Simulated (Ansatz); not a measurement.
Pd₃H₃⁺, relaxed as a quintet with UKS PBE-D4/def2-TZVP in Ansatz, starting from the PBE-D4/def2-TZVP geometry of the charge +1 singlet. Force threshold 0.02 eV/Å.

In the def2 sets Pd takes a core potential; there is no spin–orbit coupling. The gap within one spin of the charge 1 quintet nearly closes, so an electron or hole may be smeared out by delocalisation error. The relaxation made no stability test and no search for a lower SCF solution. At PBE-D4/def2-TZVP a singlet of charge 1 lies 2.85 eV below the quintet, each at its own geometry. The structure comes from a short search, and lower isomers may exist.

Start:

```xyz
6

Pd    1.1296    0.6779   -0.9497
Pd   -1.3183   -0.5212   -0.7925
Pd   -0.3184    0.8285    1.3601
H     1.1224    0.3763    0.6791
H    -0.9083   -0.6183    0.8096
H     0.2930   -0.7432   -1.1066
```

(1) Estimate the energy that the relaxation releases and the steps that it takes.

(2) Does the start keep its bonding and symmetry?

(3) Predict the relaxed structure.

## Answers

(1) 57.0 kJ/mol, in 7 steps; 23 s on 4 threads of Arm Neoverse V2 on a shared host. No frequencies were taken in this run, so the end may be a saddle point.

(2) By distances, no bond broke or formed. The bond that changes most is Pd1–H6, from 1.66 to 1.77 Å (atoms count from 1). Point group C3v at the start, Cs at the end, both within 0.05 Å.

(3) 
```
atom    x (Å)    y (Å)    z (Å)
 Pd1   1.2292   0.4410  -0.8970
 Pd2  -1.2496  -0.4018  -0.7572
 Pd3  -0.2414   0.5940   1.4488
  H4   1.3328   0.9743   0.7720
  H5  -1.3141  -0.7228   0.9587
  H6   0.2431  -0.8847  -1.5253
```
Bond lengths (bridged metal pairs left out): 6 × H–Pd 1.75 to 1.77 Å.
